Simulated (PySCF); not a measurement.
**Property card for `[Be]1[Be][Be-]1` [radical]**

Compound: Be3 (charge -1 and doublet state).
Atom-mapped SMILES: `[Be:1]1[Be:2][Be-:3]1`

From PBE0-D3(BJ)/def2-SVP geometry optimisation, gas phase (PySCF):

- Point group: D3h
- Rotational constants A, B, C: 23.084, 22.986, 11.517 GHz

**UKS B3LYP, def2-TZVP with a decontracted core on Be, non-relativistic, mean-field spin-orbit, GIAO (PySCF)**

- Isotropic g value: 2.00237
- Principal g values: 2.00229, 2.00242, 2.00242
- Spin squared ⟨S²⟩: 0.753
- Largest Mulliken spin population: 0.33 on Be1/Be2/Be3
- Largest isotropic hyperfine couplings (means over sets of like nuclei): 9Be -1.1 (Be1/Be2/Be3) MHz

Monoisotopic mass of the ion (most abundant isotopes, electron mass counted): 27.0371 u.

The rotational constants are those of an oblate symmetric top; the small spread among constants that symmetry makes equal is optimisation noise. g_iso is shifted by about +60 ppm from the free-electron value 2.002319; the principal values span 0.0001. With B = h/(8π²I), that is 505.379 GHz u Å² over I, the principal moments of inertia are 21.9, 22.0 and 43.9 u Å² (most abundant isotopes). ⟨S²⟩ is 0.003 above the pure-spin value S(S + 1) = 0.75. At 9.50 GHz, hν = g·μB·B₀ (B₀ the magnetic field) puts the centre of the isotropic spectrum, to first order, at 339.0 mT.

Whether the extra electron is bound in the gas phase wasn't checked; a finite basis holds it in any case. The geometry's basis has no diffuse functions, a weakness for an anion. The unpaired spin is shared among atoms: the largest Mulliken spin population is 0.33.
